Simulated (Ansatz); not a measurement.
LiCl+, multiplicity 2 (lowest of 2S+1 = 2, 4 at CCSD(T)/def2-TZVPP on PBE0 minima; our sources give no spin for the ground state, which may be another), most abundant isotopes (7.0160 and 34.9689 u). Constants from fifth-degree fits in 1/R to seven points on the lowest solution found; no spin–orbit coupling, no relativity up to Kr; ω_e x_e and α_e move by some per cent with the fit.

Cores are frozen in the correlated methods. CBS: X⁻³ extrapolation of the correlation energy, Hartree–Fock from the larger set.

Codes used: Ansatz (an electronic-structure program) with Gaussian orbitals. 

| level | r_e (Å) | ω_e (cm⁻¹) | ω_e x_e (cm⁻¹) | α_e (cm⁻¹) |
|---|---|---|---|---|
| PBE/def2-TZVPP | 2.3901 | 317.3 | 7.25 | 0.0134 |
| CCSD(T)/CBS(aug-cc-pV(T+d)Z, aug-cc-pV(Q+d)Z) | 2.4128 | 309.7 | 6.60 | 0.0128 |

Question: Derive the rotational constants, the centrifugal constant, the fundamental, the zero-point energy and the force constant.

Answer: 
μ = 5.84357 u.
- PBE/def2-TZVPP: B_e = 16.8576/(μ r_e²) = 0.50501 cm⁻¹; B₀ = B_e − α_e/2 = 0.49832 cm⁻¹; D = 4B_e³/ω_e² = 5.12e-06 cm⁻¹; fundamental ω_e − 2ω_e x_e = 303 cm⁻¹; zero-point energy ω_e/2 − ω_e x_e/4 = 157 cm⁻¹; k = μ(2πcω_e)² = 34.7 N/m
- CCSD(T)/CBS(aug-cc-pV(T+d)Z, aug-cc-pV(Q+d)Z): B_e = 16.8576/(μ r_e²) = 0.49552 cm⁻¹; B₀ = B_e − α_e/2 = 0.48912 cm⁻¹; D = 4B_e³/ω_e² = 5.07e-06 cm⁻¹; fundamental ω_e − 2ω_e x_e = 297 cm⁻¹; zero-point energy ω_e/2 − ω_e x_e/4 = 153 cm⁻¹; k = μ(2πcω_e)² = 33.0 N/m
